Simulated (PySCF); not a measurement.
# Electron correlation in As⁺ (arsenic, charge +1)

[Ar] 3d10 4s1 4p2 4d1, one real determinant (an excited configuration). Computed with PySCF 2.14 in dyall-av2z (16s12p8d, 92 functions), with no relativity, point nucleus. Frozen: [Ar] 3d10; 4 electrons correlated; the 34 highest virtual orbitals of each spin left out.

```tsv
level	correlation energy (mhartree)
CCSD	-34.20
(T)	-3.13
CCSD(T)	-37.33
```

Diagnostics: T1 = 0.022, D1 = 0.0614, largest double amplitude 0.472.

The real determinant used has ⟨L²⟩ near 8 against 12 for a pure F term, so it mixes terms. The outer electron is Rydberg-like, and this basis confines it to a smaller radius and binds it less than a complete one would. A double-excitation amplitude exceeds 0.15, a sign of near-degeneracy.

Cost of the coupled-cluster step: of the order of 3 core-seconds, for 4 correlated electrons.

The reference is one real determinant that mixes LS terms of this configuration.
